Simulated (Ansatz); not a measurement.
Caution, from a PySCF single point (B3LYP-D3(BJ)/def2-TZVPD) at this geometry: the highest occupied level lies above zero, so the state may not be bound. This triplet is an excited state, 0.61 eV above the relaxed singlet at the level frozen-core CCSD(T)/aug-cc-pVTZ // B3LYP-D3(BJ)/def2-TZVPD (Ansatz, a first-principles code).

Species: H₄AlSi, SMILES `[AlH-][SiH3]` (excited triplet) (charge -1, multiplicity 3).

Q: Give a relaxed geometry from B3LYP-D3(BJ)/def2-TZVPD (Ansatz).

A: the end point of this relaxation (outside a Z-matrix the atoms follow the SMILES, hydrogens last).
Bonded distances (Å): Al1–Si2 2.456, Al1–H3 1.624, Si2–H4 1.504, Si2–H5 1.513, Si2–H6 1.513. Angles (°): Si2–Al1–H3 119.7, Al1–Si2–H4 111.3, Al1–Si2–H5 118.9, Al1–Si2–H6 118.9, H4–Si2–H5 102.3, H4–Si2–H6 102.3, H5–Si2–H6 100.7.
